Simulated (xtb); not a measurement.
Job for xtb: GFN2-xTB on BO, 2S+1 = 2, a spin state set in the input, which need not be the lowest, a point of a bond scan (R = 1.117 Å).

```
$ xtb mol.xyz --gfn 2 --sp --chrg 0 --uhf 1
2

B      0.00000000     0.00000000     0.00000000
O      0.00000000     0.00000000     1.11653300
```

The head of its log:

```
[...]
           -------------------------------------------------
          |                Calculation Setup                |
           -------------------------------------------------



           -------------------------------------------------
          |                 G F N 2 - x T B                 |
           -------------------------------------------------

        Reference                      10.1021/acs.jctc.8b01176
      * Hamiltonian:
        H0-scaling (s, p, d)           1.850000    2.230000    2.230000
        zeta-weighting                 0.500000
      * Dispersion:
        s8                             2.700000
        a1                             0.520000
        a2                             5.000000
        s9                             5.000000
      * Repulsion:
        kExp                           1.500000    1.000000
        rExp                           1.000000
      * Coulomb:
        alpha                          2.000000
        third order                    shell-resolved
        anisotropic                    true
        a3                             3.000000
        a5                             4.000000
        cn-shift                       1.200000
        cn-exp                         4.000000
        max-rad                        5.000000


          ...................................................
          :                      SETUP                      :
          :.................................................:
          :  # basis functions                   8          :
          :  # atomic orbitals                   8          :
          :  # shells                            4          :
          :  # electrons                         9          :
          :  max. iterations                   250          :
          :  Hamiltonian                  GFN2-xTB          :
          :  restarted?                      false          :
          :  GBSA solvation                  false          :
          :  PC potential                    false          :
          :  electronic temp.          300.0000000     K    :
          :  accuracy                    1.0000000          :
          :  -> integral cutoff          0.2500000E+02      :
          :  -> integral neglect         0.1000000E-07      :
          :  -> SCF convergence          0.1000000E-05 Eh   :
          :  -> wf. convergence          0.1000000E-03 e    :
          :  Broyden damping             0.4000000          :
          :  net charge                          0          :
          :  unpaired electrons                  1          :
          ...................................................

 iter      E             dE          RMSdq      gap      omega  full diag
   1     -5.3338683 -0.533387E+01  0.129E+01    4.61       0.0  T
   2     -5.3400324 -0.616411E-02  0.765E+00    4.99       1.0  T
```

Q: What total energy does the run end on?

A: -5.2421 hartree.
